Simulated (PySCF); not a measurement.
Cartesian coordinates (Å):
```xyz
7

Cd     0.0140     0.0626     0.2256
N      0.9588    -1.7100     0.4537
H      0.2983    -2.4798     0.6344
H      1.5938    -1.6973     1.2642
N     -0.9992     1.7362    -0.2835
H     -0.4423     2.3562    -0.8891
H     -1.2348     2.3010     0.5447
```
Charge 0, spin multiplicity 1.

Task: What dipole moment, LUMO, HOMO–LUMO gap, charge on the central atom (Mulliken) and HOMO does TPSSh-D3(BJ)/def2-TZVP // PBE-D3(BJ)/def2-SVP (PySCF) give?

Result: 
The dipole moment is 1.74 D, the LUMO is -1.01 eV and the HOMO–LUMO gap is 4.93 eV. The charge on the central atom (Mulliken) is 0.73 e. The HOMO comes out as -5.94 eV.
